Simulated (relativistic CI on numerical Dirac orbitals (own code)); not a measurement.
## Electric-dipole transitions in Cs⁸⁺

Computed by Dirac-Coulomb-Breit CI, separate exchange-only KLI orbitals for each configuration, QED by a radiative potential, unscaled Slater integrals (own radial code, finite nucleus).

Configuration list (outside the closed core [Kr]): 4d10 5s, 4d10 5p, 4d10 5d, 4d10 4f, 4d10 5f, 4d10 5g, 4d9 5s 4f, 4d10 6s, 4d9 5s2, 4d10 6p, 4d10 6d, 4d9 5s 5p, 4d10 7s. Double excitations out of closed p, d and f shells are left out; levels of such configurations are missing from the list, as are those of other unlisted configurations, and high levels can miss mixing partners.

| λ vac (Å) | Lower | Upper | A (s⁻¹) | gf | Branching (%) |
| --- | --- | --- | --- | --- | --- |
| 104.06 | 4d10 5s 2S_1/2 [1] | 4d9 5s 4f 2P°_3/2 [81] | 2.81e+12 | 1.82e+01 | 99.9 |
| 104.07 | 4d10 5s 2S_1/2 [1] | 4d9 5s 4f 2P°_1/2 [80] | 2.80e+12 | 9.09e+00 | 99.9 |
| 144.55 | 4d10 5s 2S_1/2 [1] | 4d9 5s 5p 2P°_3/2 [37] | 5.67e+10 | 7.10e-01 | 79.0 |
| 152.96 | 4d10 5s 2S_1/2 [1] | 4d9 5s 5p 2P°_1/2 [32] | 7.56e+10 | 5.30e-01 | 100.0 |
| 153.27 | 4d10 5s 2S_1/2 [1] | 4d9 5s 5p 2P°_3/2 [31] | 4.51e+10 | 6.36e-01 | 99.9 |
| 253.43 | 4d10 4f 2F°_5/2 [4] | 4d10 5g 2G_7/2 [24] | 3.41e+10 | 2.63e+00 | 85.1 |
| 253.95 | 4d10 4f 2F°_7/2 [5] | 4d10 5g 2G_9/2 [23] | 3.55e+10 | 3.44e+00 | 88.5 |
| 327.39 | 4d10 5p 2P°_3/2 [3] | 4d10 6s 2S_1/2 [8] | 2.16e+10 | 6.94e-01 | 67.9 |
| 458.95 | 4d10 5p 2P°_1/2 [2] | 4d10 5d 2D_3/2 [6] | 1.98e+10 | 2.50e+00 | 83.7 |
| 474.76 | 4d10 5d 2D_3/2 [6] | 4d10 5f 2F°_5/2 [13] | 2.66e+10 | 5.39e+00 | 93.5 |
| 481.61 | 4d10 5d 2D_5/2 [7] | 4d10 5f 2F°_7/2 [14] | 2.78e+10 | 7.73e+00 | 100.0 |
| 501.54 | 4d10 5p 2P°_3/2 [3] | 4d10 5d 2D_5/2 [7] | 1.94e+10 | 4.38e+00 | 95.8 |
| 510.59 | 4d10 5p 2P°_3/2 [3] | 4d10 5d 2D_3/2 [6] | 3.07e+09 | 4.80e-01 | 13.0 |
| 551.07 | 4d9 5s2 2D_3/2 [12] | 4d9 5s 5p 2D°_3/2 [46] | 1.81e+10 | 3.30e+00 | 96.9 |
| 553.05 | 4d9 5s2 2D_5/2 [11] | 4d9 5s 5p 2D°_5/2 [39] | 1.71e+10 | 4.70e+00 | 93.5 |
| 576.09 | 4d9 5s2 2D_3/2 [12] | 4d9 5s 5p 2F°_5/2 [44] | 1.49e+10 | 4.46e+00 | 88.9 |
| 581.17 | 4d9 5s2 2D_5/2 [11] | 4d9 5s 5p 2F°_7/2 [38] | 1.59e+10 | 6.43e+00 | 100.0 |
| 585.76 | 4d9 5s2 2D_5/2 [11] | 4d9 5s 5p 2P°_3/2 [37] | 1.48e+10 | 3.04e+00 | 20.6 |
| 592.65 | 4d9 5s2 2D_3/2 [12] | 4d9 5s 5p 2P°_1/2 [42] | 1.48e+10 | 1.56e+00 | 28.1 |
| 596.55 | 4d10 5d 2D_5/2 [7] | 4d10 6p 2P°_3/2 [10] | 7.44e+09 | 1.59e+00 | 54.0 |
| 616.36 | 4d10 5d 2D_3/2 [6] | 4d10 6p 2P°_1/2 [9] | 8.32e+09 | 9.48e-01 | 52.4 |
| 730.24 | 4d10 6p 2P°_3/2 [10] | 4d10 7s 2S_1/2 [28] | 6.79e+09 | 1.09e+00 | 28.4 |
| 1029.7 | 4d10 4f 2F°_7/2 [5] | 4d10 5d 2D_5/2 [7] | 8.16e+08 | 7.78e-01 | 4.0 |
| 1038.0 | 4d10 6p 2P°_1/2 [9] | 4d10 6d 2D_3/2 [15] | 4.77e+09 | 3.09e+00 | 63.5 |
| 1059.7 | 4d10 4f 2F°_5/2 [4] | 4d10 5d 2D_3/2 [6] | 7.93e+08 | 5.34e-01 | 3.3 |
| 1116.3 | 4d10 5f 2F°_5/2 [13] | 4d10 5g 2G_7/2 [24] | 4.53e+09 | 6.78e+00 | 11.3 |
| 1123.2 | 4d10 6p 2P°_3/2 [10] | 4d10 6d 2D_5/2 [16] | 4.82e+09 | 5.47e+00 | 75.2 |
| 1123.3 | 4d10 5f 2F°_7/2 [14] | 4d10 5g 2G_9/2 [23] | 4.62e+09 | 8.74e+00 | 11.5 |
| 1624.2 | 4d10 6s 2S_1/2 [8] | 4d10 6p 2P°_3/2 [10] | 1.20e+09 | 1.91e+00 | 8.7 |
| 1899.5 | 4d10 6s 2S_1/2 [8] | 4d10 6p 2P°_1/2 [9] | 7.61e+08 | 8.23e-01 | 4.8 |

Terms are leading LS components. Brackets give the number of a level in order of energy, since labels repeat. The list gives strong lines, with weight on those to low levels, without lines whose two gauges differ by over a factor of 2.5. Levels whose partners in the same complex of configurations lie outside the list can be far off, and so can their lines. Rates are taken at the computed energies, electric ones in the length gauge.

At this charge configurations can still be misplaced by up to about 7 % of their energy. Levels and lines within the n = 5 or 6 shells can be off by up to 10 % or somewhat more, and those that change n by about 2 %, since core polarisation is missing. Levels that differ in their count of f electrons can be misplaced by several ten thousand cm⁻¹, since the correlation energy of f electrons is missing or only estimated; rates across such gaps can be off by orders of magnitude.

Problem. From the table, what is the radiative lifetime of 4d10 5d 2D_3/2?

Solution. The listed rates from this level add up to about 2.37e+10 s⁻¹, 100 % of its decay; with all channels τ = 4.22e-11 s.

LS names give the leading component of a level, which can be under half, so a name can repeat, a term be missing and a line seem to break the LS rules.
